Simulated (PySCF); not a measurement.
These are r2SCAN-D4/def2-TZVP run with PySCF 2.14.0 values and carry that method's errors. Gas-phase values, no solvent. Excitations are Tamm–Dancoff values on a coarser integration grid. The basis has no diffuse functions, so Rydberg states are missing or too high.

Reference species (SMILES): `Br[Si](Br)(Br)Br` (neutral, multiplicity 1).

```
Quantity                  Result
----------------------  --------
HOMO–LUMO gap            5.44 eV
HOMO                    -7.77 eV
S1 oscillator strength     0.000
S1 excitation (TDA)      5.55 eV
```

Changed species: `Br[SiH3]` (3 of 4 Br replaced by H; the reference has 0 of 4 Br replaced by H).

Problem. What does the change do to the HOMO–LUMO gap, HOMO, S1 oscillator strength and S1 excitation (TDA)?

Solution. the HOMO–LUMO gap rises by 1.26 eV, to 6.70 eV; the HOMO rises by 0.22 eV, to -7.55 eV; the S1 oscillator strength rises by 0.015, to 0.015; the S1 excitation (TDA) rises by 1.23 eV, to 6.78 eV.
